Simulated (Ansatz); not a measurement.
Cd6⁺, relaxed as a doublet with UKS PBE/def2-SVP in Ansatz, starting from the GFN1-xTB geometry. Force threshold 0.02 eV/Å.

In the def2 sets Cd takes a core potential; there is no spin–orbit coupling. The relaxation made no stability test and no search for a lower SCF solution. The structure comes from a short search, and lower isomers may exist.

Start:

Cartesian coordinates in Å:
```
Cd -0.779 -1.705 0.446
Cd 0.832 0.921 1.464
Cd -1.511 2.518 0.307
Cd 3.139 0.147 -0.362
Cd -3.147 0.084 -0.223
Cd 1.465 -1.965 -1.633
```

Q: Estimate the energy that the relaxation releases and the steps that it takes.

A: 15.3 kJ/mol, in 12 steps; 89 s on 4 threads of Arm Neoverse N1 on a shared host. The force fell under the threshold at step 9, but the optimiser went on. No frequencies were taken in this run, so the end may be a saddle point.

Q: Does the start keep its bonding and symmetry?

A: By distances, no bond broke or formed. The bond that changes most is Cd4–Cd6, from 2.98 to 3.19 Å (atoms count from 1). The end is the same structure that another start reached, the lowest one found. Point group C2 at the start, C2 at the end, both within 0.05 Å.

Q: Predict the relaxed structure.

A: 
Cartesian coordinates in Å:
```
Cd -0.775 -1.327 -0.540
Cd 0.775 1.339 0.515
Cd -1.956 2.710 1.088
Cd 3.469 -0.114 -0.045
Cd -3.465 0.044 0.212
Cd 1.951 -2.652 -1.231
```
Bond lengths (bridged metal pairs left out): 7 × Cd–Cd 3.11 to 3.26 Å.
